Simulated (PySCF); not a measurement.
How methods differ on the excitation energy of Os⁺

Os⁺ [Xe] 4f14 5d6 6s1 (6D) → Os⁺ [Xe] 4f14 5d6 6p1 (high-spin determinant), as a difference of total energies. Computed with PySCF 2.14 in x2c-TZVPPall with one added diffuse shell each of s, p, d, f type (12s8p8d4f1g, 113 functions), with scalar relativity by spin-free X2C-1e. Correlated levels: valence: [Xe] 4f14 frozen. The calculations carry no spin-orbit coupling.

```tsv
method	excitation energy (cm⁻¹)
UHF	44550
LDA	49418
PBE	48405
PBE0	47867
r2SCAN	49703
MP2 (valence)	47138
SCS-MP2 (valence)	46315
```

A first-order spin-orbit estimate (lowest level to lowest level, LS coupling) adds 0.280 eV.

The determinant of the upper state mixes LS terms, which raises its energy above the lowest term, most at the Hartree-Fock and MP2 levels.
